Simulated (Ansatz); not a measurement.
Basis-set extrapolation for `FC1=C[SiH2][SiH2]1` (PBE0-D4/def2-TZVP geometry, frozen core, Ansatz). Multiplicity 1, RHF reference.

```csv
,def2-TZVPP,def2-QZVPP
HF,-755.998209,-756.023580
MP2 correlation,-0.796784,-0.859067
CCSD(T) correlation,-0.876967,not run
```

Energies in hartree. Use E(X) = E(∞) + A·exp(−7.88·√X) for Hartree–Fock and E(X) = E(∞) + B·X^(−2.97) for correlation, with X = 3 and 4, and add CCSD(T) minus MP2 of the smaller set to the MP2 limit.

Problem. What is the CCSD(T) energy at the basis-set limit?

Solution. HF limit: -756.023580 + (-0.025371) × 0.13774 = -756.02707. MP2 limit: -0.859067 + (-0.062283) × 0.74074 = -0.90520. Higher-order term: -0.876967 − (-0.796784) = -0.08018. Total: -757.01245 hartree, 360.4 kJ/mol below CCSD(T)/def2-TZVPP.
